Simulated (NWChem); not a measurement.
SiNH$_{4}$OBr; SMILES O[SiH](N)Br

```xyz
8

Si    -0.0449    -1.0269    -0.3905
N      1.3149    -1.7426     0.3349
O     -1.3821    -1.5502     0.4271
Br    -0.1331     1.2293    -0.2900
H     -0.0209    -1.3459    -1.8378
H      2.1898    -1.8234    -0.1689
H      1.4478    -1.7262     1.3397
H     -2.0947    -0.9087     0.5086
```
Atoms are numbered in this order, from 1.

Program: NWChem. Geometry optimised at PBE0/def2-SVP; all other runs use it. This build's default masses of Se (78.918 u) and Br (79.917 u) are each other's, which moves their modes by up to 0.6 %.

| quantity | level | value |
|---|---|---|
| vertical, lowest state with f > 0.02, singlet (eV) | PBE0/def2-SVPD, TDA | [?] |
| cavity-dispersion-structure term (kcal/mol) in water | PBE0/def2-SVP, SMD | 2.1 |
| anisotropy (bohr³), static | PBE0/def2-SVPD | 16.2 |
| −ε(HOMO) (eV) | PBE0/def2-SVP | 7.69 |
| dipole (D) | PBE0/def2-SVP | [?] |
| highest harmonic frequency (cm⁻¹) | PBE0/def2-SVP | [?] |

Task: Some entries are withheld; supply them.

Result: 
- vertical, lowest state with f > 0.02, singlet (eV), value: 6.95
- dipole (D), value: 1.20
- highest harmonic frequency (cm⁻¹), value: 3929
